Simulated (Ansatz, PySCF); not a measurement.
Molecule: BiBr$_{2}$, net charge 0, doublet state. It need not be the lowest isomer of its formula. SMILES: [Br][Bi][Br]
Geometry: optimised at B3LYP-D3(BJ)/def2-TZVP (Ansatz, a quantum-chemistry and plane-wave program).

Property: atomisation energy (electronic, to ground-state atoms), in kcal/mol. Correlated levels leave the core frozen unless marked. Open shells are spin-unrestricted. Spin-orbit coupling is left out. The frozen core is the preceding noble-gas configuration, with the filled d and f shells of earlier blocks. In def2 rows, elements after Kr have scalar-relativistic effective core potentials. The coupled-cluster limit lacks core correlation, which all-electron functionals hold. CBS marks a two-point X^-3 extrapolation of the correlation energy; Hartree-Fock from the larger set. [CCSD(T)-MP2]/basis is that difference in the basis named.

```json
[
 {"level": "SVWN5/def2-TZVPD", "program": "Ansatz", "atomisation energy (kcal/mol)": "164.1"},
 {"level": "BLYP/def2-TZVPD", "program": "Ansatz", "atomisation energy (kcal/mol)": "(withheld)"},
 {"level": "BP86-D3(BJ)/def2-TZVPD", "program": "PySCF + dftd3", "atomisation energy (kcal/mol)": "142.1"},
 {"level": "wB97M-V/def2-TZVPD", "program": "Ansatz", "atomisation energy (kcal/mol)": "124.5"},
 {"level": "PBE-QIDH/def2-TZVPD", "program": "Ansatz", "atomisation energy (kcal/mol)": "122.4"},
 {"level": "SCS-MP2/def2-SVP", "program": "Ansatz", "atomisation energy (kcal/mol)": "98.4"},
 {"level": "RI-MP2/CBS(def2-TZVPPD,def2-QZVPPD)+[CCSD(T)-MP2]/def2-TZVPPD", "program": "Ansatz", "atomisation energy (kcal/mol)": "(withheld)"}
]
```

### Question
Complete the blanks.

### Answer

- BLYP/def2-TZVPD, atomisation energy (kcal/mol): 131.2
- RI-MP2/CBS(def2-TZVPPD,def2-QZVPPD)+[CCSD(T)-MP2]/def2-TZVPPD, atomisation energy (kcal/mol): 123.8
